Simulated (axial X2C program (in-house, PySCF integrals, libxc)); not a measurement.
SnSe⁺ at several levels of theory

Calculated with an in-house all-electron X2C program for linear molecules (integrals from PySCF). Spin-free means the one-electron spin-free X2C Hamiltonian; two-component (2c) means X2C with spin–orbit coupling and atomic mean-field two-electron Coulomb and Gaunt terms, so the difference of the two also holds small scalar two-electron terms. Basis: Sn dyall-cv3z [11s12p9d4f1g], Se dyall-cv3z [8s9p6d4f1g] (cores contracted in-house); Gaussian nuclei, density fitting, unrestricted open shells. Masses: Sn 119.902 u, Se 79.917 u.

State, spin-free: M_S = 1/2, Λ = 1 (beyond evenly filled blocks: π+α, π+β, π-α); electrons by block: σα: 18, σβ: 18, π+α: 9, π+β: 9, π-α: 9, π-β: 8, δ+α: 3, δ+β: 3, δ-α: 3, δ-β: 3. Fragments: Sn+ + Se.

State, 2c: Ω = 3/2 (⟨Sz⟩ = 0.50, ⟨Lz⟩ = 1.00 at PBE0); electrons by block: 1/2: 27, -1/2: 27, 3/2: 12, -3/2: 11, 5/2: 3, -5/2: 3. Fragments: Sn+ + Se.

```
Hamiltonian    level  Re (Å)  ωe (cm⁻¹)  De (eV)  D0 (eV)  μ (D)
  spin-free     PBE0   2.487      267.4     3.00     2.99  -2.60
  spin-free  r2SCAN0   2.475      272.2     2.81     2.79  -2.58
         2c     PBE0   2.488      265.5      n/a      n/a  -2.53
         2c       HF   2.487      272.2      n/a      n/a  -3.08
         2c  r2SCAN0   2.476      270.5      n/a      n/a  -2.51
```

Dipoles are positive if Se is the positive end and refer to the centre of mass.

The state is one determinant whose occupation by symmetry is held fixed; it was picked as the lowest of a PBE0 search that is not exhaustive. De is counted from the lowest determinant-based energies of the atoms at the same level, without counterpoise correction. De is not given where an atomic determinant may have missed its ground term or J level, or where the truncated virtual space spoils (T). Density functionals use the spin component along the axis (collinear). Without a current term, density functionals place determinants with orbital angular momentum somewhat too high. The determinant is spin-polarised beyond a pure state at some levels (its spin-free form has ⟨S²⟩ too high), which makes Re and μ there less reliable. The stretched end of a curve changes character and is left out.

No reliable constants came from CCSD (2c), CCSD (spin-free), CCSD(T) (2c), CCSD(T) (spin-free), HF (spin-free), MP2 (2c), MP2 (spin-free): no minimum in range, unconverged points, a curve that is not smooth, a change of character along it, or the two Hamiltonians disagreeing along it.

Rough cost a point (2c) on 1 thread(s) of a shared host, integrals apart: PBE0 1.3 s, HF 2.6 s, r2SCAN0 2 s.

The whole task took 3.8 min on 1 thread of Arm Neoverse V1 (shared host).
